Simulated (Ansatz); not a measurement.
Born–Oppenheimer molecular dynamics of Cl2F2H4NOTa (11 atoms, charge 0, multiplicity 1). It starts at the highest image of a converged band, a first-order saddle point between two minima.

Level of theory: Ansatz 0.2.0, RKS LDA/def2-SVP.

```
ensemble                      : NVE (velocity Verlet)
time step                     : 0.5 fs
steps asked                   : 200
starting velocities drawn for : 300 K
seed                          : 4787
```

First frame:

```xyz
11
Properties=species:S:1:pos:R:3
Ta -0.520 0.360 -0.165
Cl 2.562 -0.630 0.195
O 0.027 0.317 1.630
H 0.875 0.022 2.024
F -0.283 -0.070 -1.982
Cl -2.470 1.538 -0.103
N -1.028 -1.526 -0.029
H -1.050 -2.067 0.844
H -1.092 -2.131 -0.858
F 0.990 1.563 -0.530
H 2.154 0.579 -0.251
```

(1) What does the run give?

(2) What happens to the structure?

(3) How do temperature and energy run in time?

Answers

(1) All steps were run.

```
steps done                                               : 200
time covered                                             : 100 fs
mean temperature over the second half                    : 161 K
spread of the potential energy over the second half      : 3.7 meV per atom
mean potential energy of the second half above the start : 14.8 meV per atom
```

The conserved energy stayed within 0.36 meV per atom of its start (net change 0.22 meV per atom), so the integration is sound. A run of 0.1 ps of so small a system gives no equilibrium averages. The orbitals stay closed-shell, which can raise the energy where a bond breaks towards radicals; this wasn't checked here.

(2) Between its relaxed ends the band would form Cl2–H11 and break Ta1–Cl2, Ta1–H11, F10–H11. These pairs go: Cl2–H11 1.35 → 1.40 Å, Ta1–Cl2 3.26 → 3.41 Å, Ta1–H11 2.69 → 2.79 Å, F10–H11 1.55 → 1.47 Å. In the last frame they stand as after the step (other bonds may differ from the relaxed reactants and products). It ends as ClF2H3NOTa + ClH. Pairs count as bonded within 1.25 times the sum of covalent radii (0.12 Å more for H–H). The details hang on the random start.

(3) 
```csv
time (fs),T (K),potential energy less start (eV),conserved less start (meV/atom)
0,300,0.000,0.00
3,182,0.140,0.29
6,190,0.130,0.15
9,185,0.134,0.02
12,66,0.276,0.31
15,127,0.202,0.12
18,171,0.150,0.05
21,131,0.200,0.30
24,216,0.099,0.09
27,240,0.071,0.06
30,150,0.177,0.29
33,189,0.130,0.07
36,154,0.170,0.10
39,67,0.274,0.30
42,167,0.156,0.04
45,146,0.181,0.16
48,134,0.196,0.26
51,222,0.091,0.04
54,146,0.182,0.25
57,155,0.171,0.21
60,174,0.147,0.10
63,105,0.231,0.31
66,152,0.174,0.16
69,159,0.166,0.16
72,121,0.212,0.33
75,197,0.121,0.10
78,166,0.158,0.21
81,132,0.198,0.28
84,193,0.125,0.06
87,122,0.210,0.27
90,157,0.168,0.17
93,211,0.104,0.05
96,134,0.196,0.29
99,199,0.118,0.09
```

Run time: 5 min on 4 threads of Arm Neoverse V1, on a shared host, peak memory 0.21 GiB.
